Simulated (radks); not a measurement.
Problem. Charge is removed step by step from the 1s1/2 level of the beryllium ion Be2+, starting from [He]. Code: a radial shooting solver on a logarithmic mesh with Libxc functionals. Model: Dirac Kohn-Sham, BLYP, spin-unpolarised, spherical densities, point nucleus. At the starting occupation the eigenvalue is -132.71 eV. Estimate the energy to remove one whole electron from this level, the eigenvalue at the end, and how far E(n) bends from a straight line.

Solution. Delta-SCF 159.24 eV; final eigenvalue -186.42 eV; the deviation from the straight line is -6.727 eV at 0.5 electron removed, the largest on the grid computed. Slater's transition state (half an electron removed) gives 159.07 eV. Integrating minus the eigenvalue over the occupation (Janak's theorem) gives 159.24 eV. The mean slope of the eigenvalue, de/dn, is 53.7 eV per electron. Ionisation energy of Be2+ in the NIST Atomic Spectra Database: 153.90 eV (theoretical).

Beside tabulated values, note that spin-unpolarised runs miss the spin-polarisation part of the exchange energy of open shells.
